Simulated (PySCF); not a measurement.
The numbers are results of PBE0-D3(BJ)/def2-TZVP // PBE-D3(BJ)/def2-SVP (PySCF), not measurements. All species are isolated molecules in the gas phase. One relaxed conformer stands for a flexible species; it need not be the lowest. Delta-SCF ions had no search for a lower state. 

Reference species (SMILES): `[F][GeH2][GeH2][GeH2][GeH2][GeH2][GeH2][GeH2][F]` (neutral, multiplicity 1).

```yaml
LUMO: -1.65 eV
vertical ionisation energy (Delta-SCF): 8.63 eV
HOMO: -7.39 eV
```

Changed species: `[F][GeH2][GeH2][GeH2][GeH2][GeH2][F]` (n = 5; the reference has n = 7).

### Question
What does the change do to the LUMO, vertical ionisation energy (Delta-SCF) and HOMO?

### Answer
the LUMO rises by 0.11 eV, to -1.54 eV; the vertical ionisation energy (Delta-SCF) rises by 0.53 eV, to 9.16 eV; the HOMO falls by 0.33 eV, to -7.72 eV.
